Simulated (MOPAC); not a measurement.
MOPAC input (PM3):

```
PM3 PRECISE GNORM=0.05 LET XYZ CHARGE=-1 GEO-OK AUX(PRECISION=9) THREADS=1
CHClF

F    -1.43609500 1    0.77948600 1   -0.07780600 1
C    -0.87843300 1   -0.49985800 1    0.23940500 1
Cl    1.12717600 1   -0.17693900 1    0.00063300 1
H    -0.96653000 1   -1.00826700 1   -0.74694600 1
```

Output:

```
 *******************************************************************************
 **                                                                           **
 **                              MOPAC v23.2.5                                **
 **                                                                           **
 *******************************************************************************
 ** MOPAC's Digital Object Identifier: https://doi.org/10.5281/zenodo.6511958 **
 **                                                                           **
 ** Please cite the open-source release paper for use of this MOPAC version:  **
 ** J. E. Moussa and J. J. P. Stewart (2026)                                  **
 ** MOPAC: An open-source semiempirical molecular orbital program             **
 ** J. Open Source Softw., 11(119), 8025, https://doi.org/10.21105/joss.08025 **
 *******************************************************************************

                              PM3 CALCULATION RESULTS

 *******************************************************************************
 *  PM3        - The PM3 Hamiltonian to be used
 *  GEO-OK     - OVERRIDE INTERATOMIC DISTANCE AND OTHER SAFETY CHECKS
 *
 *
 *
 *                 CHARGE ON SYSTEM = -1
 *
 *
 *
 *  LET        - OVERRIDE SOME SAFETY CHECKS
 *  PRECISE    - TIGHTER CRITERIA TO BE USED
 *  XYZ        - CARTESIAN COORDINATE SYSTEM TO BE USED
 *  GNORM      - EXIT WHEN GRADIENT NORM DROPS BELOW 0.050
 *  AUX        - OUTPUT AUXILIARY INFORMATION
 *******************************************************************************
PM3 PRECISE GNORM=0.05 LET XYZ CHARGE=-1 GEO-OK AUX(PRECISION=9) THREADS=1
 CHClF

   ATOM   CHEMICAL          X               Y               Z
  NUMBER   SYMBOL      (ANGSTROMS)     (ANGSTROMS)     (ANGSTROMS)

     1       F         -1.43609500  *   0.77948600  *  -0.07780600  *
     2       C         -0.87843300  *  -0.49985800  *   0.23940500  *
     3      Cl          1.12717600  *  -0.17693900  *   0.00063300  *
     4       H         -0.96653000  *  -1.00826700  *  -0.74694600  *

          CARTESIAN COORDINATES

    NO.       ATOM           X           Y           Z

     1         F         -1.4361      0.7795     -0.0778
     2         C         -0.8784     -0.4999      0.2394
     3        Cl          1.1272     -0.1769      0.0006
     4         H         -0.9665     -1.0083     -0.7469

  H: (PM3): J. J. P. STEWART, J. COMP. CHEM. 10, 209 (1989).
  C: (PM3): J. J. P. STEWART, J. COMP. CHEM. 10, 209 (1989).
  F: (PM3): J. J. P. STEWART, J. COMP. CHEM. 10, 209 (1989).
 Cl: (PM3): J. J. P. STEWART, J. COMP. CHEM. 10, 209 (1989).

           Empirical Formula: C H F Cl  =     4 atoms

      MOLECULAR POINT GROUP   :   C1

      RHF CALCULATION, NO. OF DOUBLY OCCUPIED LEVELS = 10

          Geometry optimization using EF

          DIAGONAL MATRIX USED AS START HESSIAN

 CYCLE:     1  GRAD.:   135.923 HEAT: -43.19003
 CYCLE:     2  GRAD.:   507.531 HEAT: -21.47655
 CYCLE:     3  GRAD.:    81.244 HEAT: -47.21316
 CYCLE:     4  GRAD.:    81.215 HEAT: -46.35239
 CYCLE:     5  GRAD.:    37.283 HEAT: -48.80802
 CYCLE:     6  GRAD.:    19.934 HEAT: -49.31012
 CYCLE:     7  GRAD.:     2.844 HEAT: -49.69586
 CYCLE:     8  GRAD.:     0.870 HEAT: -49.70190
 CYCLE:     9  GRAD.:     0.137 HEAT: -49.70230
 CYCLE:    10  GRAD.:     0.046 HEAT: -49.70233

     GRADIENT =  0.04618 IS LESS THAN CUTOFF =  0.05000

 -------------------------------------------------------------------------------
 PM3 PRECISE GNORM=0.05 LET XYZ CHARGE=-1 GEO-OK AUX(PRECISION=9) THREADS=1
 CHClF

     GEOMETRY OPTIMISED USING EIGENVECTOR FOLLOWING (EF).
     SCF FIELD WAS ACHIEVED

                              PM3 CALCULATION
                                                       MOPAC v23.2.5 Linux

          FINAL HEAT OF FORMATION =        -49.70233 KCAL/MOL =    -207.95455 KJ/MOL

          COSMO AREA              =         85.65 SQUARE ANGSTROMS
          COSMO VOLUME            =         68.33 CUBIC ANGSTROMS

          GRADIENT NORM           =          0.04618          =       0.02309 PER ATOM
          IONIZATION POTENTIAL    =          2.388449 EV
          HOMO LUMO ENERGIES (EV) =         -2.388  7.297
          NO. OF FILLED LEVELS    =         10
          MOLECULAR WEIGHT        =         67.4703         POINT GROUP:  C1

          MOLECULAR DIMENSIONS (Angstroms)

            Atom       Atom       Distance
           Cl     3    F     1     2.63305
            H     4    F     1     1.68456
            C     2    F     1     0.59440

          SCF CALCULATIONS        =         11

   ATOM   CHEMICAL          X               Y               Z
  NUMBER   SYMBOL      (ANGSTROMS)     (ANGSTROMS)     (ANGSTROMS)

     1       F         -1.39420115  *   0.73632441  *  -0.06164318  *
     2       C         -0.83000881  *  -0.45365423  *   0.20105910  *
     3      Cl          1.07791995  *  -0.16745470  *   0.00731361  *
     4       H         -1.02344969  *  -1.03662582  *  -0.72436718  *

                             CARTESIAN COORDINATES

   1    F       -1.394201153     0.736324406    -0.061643180
   2    C       -0.830008814    -0.453654232     0.201059100
   3   Cl        1.077919952    -0.167454697     0.007313614
   4    H       -1.023449694    -1.036625825    -0.724367178

           Empirical Formula: C H F Cl  =     4 atoms

      MOLECULAR POINT GROUP   :   C1

                  EIGENVALUES
 -48.88089 -21.78334 -13.30514 -11.70532 -11.13626  -9.97919  -6.03424  -5.18637
  -4.98167  -2.38845   7.29691   9.77079  10.41753

              NET ATOMIC CHARGES AND DIPOLE CONTRIBUTIONS

  ATOM NO.   TYPE          CHARGE      No. of ELECS.   s-Pop       p-Pop
    1          F          -0.211964        7.2120     1.78511     5.42685
    2          C          -0.197405        4.1974     1.65093     2.54648
    3         Cl          -0.489546        7.4895     1.98723     5.50231
    4          H          -0.101085        1.1011     1.10108
 DIPOLE           X         Y         Z       TOTAL
 POINT-CHG.     0.221     0.689     0.262     0.769
 HYBRID         0.197     0.341    -1.914     1.954
 SUM            0.417     1.029    -1.653     1.991

          ATOMIC ORBITAL ELECTRON POPULATIONS

     Atom    s        px        py        pz
    1  F   1.78511   1.85638   1.59862   1.97186
    2  C   1.65093   0.55595   0.77824   1.21229
    3 Cl   1.98723   1.52159   1.98666   1.99406
    4  H   1.10108

 **********************
 *                    *
 * JOB ENDED NORMALLY *
 *                    *
 **********************

 == MOPAC DONE ==
```

The dipole moment of an ion depends on the origin.

The geometry given is a B3LYP-D3(BJ)/def2-TZVP minimum.
